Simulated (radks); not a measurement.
The numbers below are computed, except where a source is named.
Problem. Coherent X-ray form factor from a spherical all-electron density. Code: a radial shooting solver on a logarithmic mesh with Libxc functionals. Model: scalar-relativistic Kohn-Sham, BP86, spin-polarised, spherical densities, point nucleus.

| sin(theta)/lambda (1/angstrom) | f0 (electrons) |
|---|---|
| 0.05 | 34.436 |
| 0.1 | 32.909 |
| 0.15 | 30.811 |
| 0.2 | 28.554 |
| 0.25 | 26.417 |
| 0.3 | 24.518 |
| 0.4 | 21.396 |
| 0.5 | 18.836 |
| 0.6 | 16.553 |
| 0.8 | 12.633 |
| 1 | 9.764 |
| 1.25 | 7.576 |
| 1.5 | 6.384 |
| 2 | 5.059 |

The species is in the configuration that NIST lists as its ground one. Which atom or ion scatters so?

Solution. The krypton ion Kr+, [Ar] 3d10 4s2 4p5. Extrapolating in s^2 from the first two rows gives f0(0) = 34.9, near the electron count 35; among species with that count, the fall with angle is slower the higher Z, and the table is that of Z = 36; from so few rows the species is fixed only to a neighbour or two.
